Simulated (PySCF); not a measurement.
PySCF job for C₂H₇Si, SMILES [CH2][SiH2]C, multiplicity 2, SMD-PBE0/6-31G*. The structure is a stationary point at r2SCAN-D4/def2-SVP. The isomer is the one that the SMILES or the coordinates give; other isomers of the formula were not compared.

```python
import numpy as np
from pyscf import gto, scf, dft
from pyscf.solvent import smd

mol = gto.M(
    atom='''
    C     1.54469488    0.59582885    0.16274528
    Si    0.08122077   -0.46811024   -0.23920384
    C    -1.52160217    0.34600290    0.30926595
    H     2.57460414    0.21937346    0.15042177
    H     1.45759431    1.66387040    0.39714449
    H     0.02568580   -0.72891770   -1.71816629
    H     0.24075973   -1.80651849    0.41735419
    H    -1.52753786    0.51388238    1.39805440
    H    -2.39182508   -0.28066990    0.05770936
    H    -1.65492797    1.32153273   -0.18573144
    ''',
    basis='6-31G*',
    charge=0,
    spin=1,
    max_memory=1600,
    verbose=3,
)
mf = dft.UKS(mol, xc='pbe0').density_fit(auxbasis='def2-universal-jkfit')
mf.grids.level = 3
mf.conv_tol = 1e-9
mf.max_cycle = 100
mf.kernel()
fine, coarse = mf.grids, dft.Grids(mol).set(level=1).build(with_non0tab=True)
for _ in range(3):  # follow internal instabilities
    mf.grids = coarse
    mo, _, stable, _ = mf.stability(return_status=True, nroots=4)
    mf.grids = fine
    if stable:
        break
    mf.kernel(mf.make_rdm1(mo, mf.mo_occ))
res = {}
for name in ['water', 'diethylether', 'cyclohexanone']:
    s = mf.SMD()
    s.with_solvent.solvent, s.with_solvent.sasa_ng = name, 302
    s.kernel(mf.make_rdm1())
    res[name] = (s.e_tot, s.with_solvent.get_cds(), s.dip_moment(), s.mo_energy, s.converged)
    print(f'SMD {name}: dG(solv) = {(s.e_tot - mf.e_tot) * 627.509474:.3f} kcal/mol, of which CDS {res[name][1] * 627.509474:.3f}')
```

It prints:

```

WARN: HOMO -0.211733343033306 >= LUMO -0.211733343033306

converged SCF energy = -369.612801483944  <S^2> = 0.75446136  2S+1 = 2.0044564
<class 'pyscf.df.df_jk.DFUKS'> wavefunction is stable in the internal stability analysis
converged SCF energy = -369.608062270768  <S^2> = 0.75436989  2S+1 = 2.0043651
Dipole moment(X, Y, Z, Debye): -0.14144,  1.00781,  0.48135
SMD water: dG(solv) = 2.974 kcal/mol, of which CDS 4.636
converged SCF energy = -369.613713048406  <S^2> = 0.75440013  2S+1 = 2.0043953
Dipole moment(X, Y, Z, Debye): -0.13261,  0.91677,  0.44222
SMD diethylether: dG(solv) = -0.572 kcal/mol, of which CDS 0.555
converged SCF energy = -369.612311503278  <S^2> = 0.7543775  2S+1 = 2.0043727
Dipole moment(X, Y, Z, Debye): -0.13926,  0.98400,  0.47136
SMD cyclohexanone: dG(solv) = 0.307 kcal/mol, of which CDS 1.833
```

The calculation finished and met its thresholds.
